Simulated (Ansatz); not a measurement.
Ansatz (an electronic-structure program) input:

Ansatz 0.2 input:
```yaml
crystal:
  periodic: [false, false, false]
  atoms:
    - {symbol: C, position_ang: [1.81282759, -0.23271096, -0.16156767]}
    - {symbol: Sn, position_ang: [-0.30702179, 0.03306800, 0.02843845]}
    - {symbol: O, position_ang: [-1.33579412, -0.80149019, -1.40462596]}
    - {symbol: O, position_ang: [-0.87140004, 1.90147917, 0.02362970]}
    - {symbol: O, position_ang: [-1.05200891, -0.70650309, 1.67346918]}
    - {symbol: H, position_ang: [2.05067454, -0.36064852, -1.21109274]}
    - {symbol: H, position_ang: [2.30537521, 0.64791170, 0.23376544]}
    - {symbol: H, position_ang: [2.10044865, -1.11250383, 0.40188611]}
    - {symbol: H, position_ang: [-1.87975515, -1.53296550, -1.11379203]}
    - {symbol: H, position_ang: [-1.36965599, 2.15166499, -0.75394813]}
    - {symbol: H, position_ang: [-1.39007785, -0.04389494, 2.27539015]}
basis:
  gaussian:
    orbitals: def2-TZVP
hamiltonian:
  xc: b3lyp
  dispersion: d3bj
relax: {f_tol: 0.002, max_steps: 150}
```

Question: What final total energy does it print?

Answer: -481.96367 Eh (B3LYP-D3(BJ)/def2-TZVP). The basis has 210 functions. The run takes about 80 core-seconds (a rough figure).
